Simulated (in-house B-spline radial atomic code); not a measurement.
## RPA and G0W0 on B3LYP (VWN-RPA): Ga II (Ga+)

Configuration [Ar] 3d10 4s2, mean-field start B3LYP (VWN-RPA). Computed with a B-spline radial code for spherical atoms: all electrons, scalar-relativistic (spin-free one-electron X2C), finite nucleus, each spin shell either full or empty, empty states to l = 9 with an (l + 1/2)⁻⁴ tail; G0W0 by contour deformation at full frequency.

Command:
```bash
python run_gw.py task.json out
```
Settings (radii: box in bohr, nucleus in fm):
```
Z                        31
electrons                30
configuration            [Ar] 3d10 4s2
hamiltonian              x2c
method                   b3lyp
lmax                     9
rms_radius               3.9973
spin_polarised           False
box_radius               23.78
intervals                71
ion_configuration        [Ar] 3d10 4s1
```

Time taken, with all properties: 9.3 s on 1 thread of Arm Neoverse N1, with other jobs on the host.

Energies (hartree):

```
                                     term        value
                         mean-field total  -1943.73168
Hartree-Fock functional on these orbitals  -1942.00175
                      direct second order      -2.7311
                    second-order exchange      0.78421
                         SOSEX correction      0.69798
```

(1) What is the RPA correlation energy, and what remains with SOSEX?

Quasi-particle levels (eV):

```json
{"level": "4s", "occupied": "yes", "mean field": "-17.231", "Σx - vxc": "-1.92", "Σc": "?", "QP weight": "?", "G0W0": "?"}
{"level": "4p", "occupied": "no", "mean field": "-8.539", "Σx - vxc": "3.63", "Σc": "-1.19", "QP weight": "0.942", "G0W0": "-6.100"}
```

G0W0 = mean field + (Σx - vxc) + Σc, with Σc (partial-wave tail included) taken at the quasi-particle energy. Only the outer levels were computed. Levels of low weight are left out.

(2) Where does G0W0 put 4s?

(3) What does it cost to remove one electron (to [Ar] 3d10 4s1) by differences of total energies, each species on its own start (correlation terms add to the Hartree-Fock functional)?

Results:

(1) RPA gives -2.2564 hartree (-2.05 eV per electron); RPA + SOSEX gives -1.5584, and the second-order doubles -1.9469 hartree (no singles). SOSEX takes back 31 % of the RPA value.

(2) At -20.782 eV, with Σc = -1.63 eV and a quasi-particle weight of 0.930. The tabulated removal energy is 20.515 eV (NIST, measured); the calculation leaves out spin-orbit coupling, Breit and QED terms, and what these don't explain is the method's own error.

(3) B3LYP (VWN-RPA) 20.850 eV, Hartree-Fock functional 18.668 eV, + RPA 20.786 eV, + RPA + SOSEX 20.289 eV, + second order 21.396 eV. Tabulated: 20.515 eV (NIST, measured); the calculation leaves out spin-orbit coupling, Breit and QED terms, and what these don't explain is the method's own error.
